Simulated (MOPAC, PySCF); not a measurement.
Complex: HCl (SMILES Cl) (first 2 atoms) with HBr (SMILES Br); geometry from B3LYP-D3(BJ)/def2-TZVP, rigid monomers moved along the line of their centres of mass till Cl1···H4 is 2.28 Å.
(charge 0, multiplicity 1):
```xyz
4

Cl     0.535    -0.466    -0.226
H      0.800     0.786    -0.124
Br     0.201    -0.317     3.437
H      0.279    -0.600     2.037
```

Counterpoise-corrected where a basis set is named; no monomer relaxation. Rows marked so take none.

Rows in 6-31G* carry no dispersion term and start afresh at each structure (6-31G* with six Cartesian d functions); the Pople sets are all-electron and without relativity. The state that AM1, PM3, PM6 reach isn't checked.

Codes used: MOPAC for AM1, PM3, PM6 (differences of heats of formation); PySCF for 6-31G* rows. 

One of these levels gives -0.50 kcal/mol for the interaction energy. Name it.
A. HF/6-31G* (no counterpoise)
B. AM1
C. PM6
D. PM3

B, AM1. The others give -2.94 (PM3), 0.25 (PM6), 1.75 (HF/6-31G* (no counterpoise))
